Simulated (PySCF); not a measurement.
Species: C₆H₉Cl.
Cartesian coordinates in Å at the GFN2-xTB level; atoms count from 1:
```
atom  x, y, z in Å
C1     1.8479    0.1100    0.8921
C2     0.9757   -0.2943   -0.2710
C3     0.3336    0.7780   -1.1258
Cl4    0.2331    0.5339   -2.8677
C5    -0.4898   -0.0618   -0.2342
C6    -1.5510    0.1600    0.7745
C7    -1.7392   -0.8468   -0.3358
H8     1.4504    1.0008    1.3723
H9     2.8620    0.3164    0.5560
H10    1.8855   -0.6913    1.6273
H11    1.3147   -1.1805   -0.7962
H12    0.5055    1.8208   -0.8936
H13   -2.1176    1.0787    0.7364
H14   -1.3840   -0.2098    1.7758
H15   -1.7087   -1.8973   -0.0865
H16   -2.4257   -0.6079   -1.1350
```

The closed-shell SCF was solved with PySCF and density fitting under several settings on one GFN2-xTB geometry (grid level 2 and gas phase unless stated).

```tsv
settings	basis functions	SCF cycles	E (Eh)	HOMO (eV)	LUMO (eV)	dipole (D)
revPBE/pcSseg-1	171	14	-693.9910	-6.13	-0.02	2.10
WP04/def2-SVPD, energy threshold 1e-11 Eh	219	12	-704.1119	-8.63	-1.29	2.25
BP86/STO-3G, level shift 0.2 Eh	48	10	-686.3695	-4.57	2.89	2.28
```

Problem. Estimate the rows for these settings: (1) PBE0/pcSseg-0, IEF-PCM benzene; (2) PBE0/def2-SVP.

Solution. 
| settings | basis functions | SCF cycles | E (Eh) | HOMO (eV) | LUMO (eV) | dipole (D) |
| --- | --- | --- | --- | --- | --- | --- |
| PBE0/pcSseg-0, IEF-PCM benzene | 85 | 12 | -692.6864 | -7.68 | 1.22 | 2.72 |
| PBE0/def2-SVP | 147 | 12 | -693.4486 | -7.33 | 1.36 | 1.99 |

Problem. Over all rows, what range does the HOMO–LUMO gap span?

Solution. From 6.11 eV (revPBE/pcSseg-1) to 8.90 eV (PBE0/pcSseg-0, IEF-PCM benzene). The functional of the narrowest has no exact exchange, that of the widest 25 % exact exchange.

Problem. And the dipole moment?

Solution. From 1.99 D (PBE0/def2-SVP) to 2.72 D (PBE0/pcSseg-0, IEF-PCM benzene); the largest is 1.37 times the smallest, and the median is 2.25 D.

Cycle counts include a coarse-grid stage where the run had one. WP04 was designed for NMR shieldings or shifts; total energies of different functionals aren't comparable. The species at its GFN2-xTB geometry.
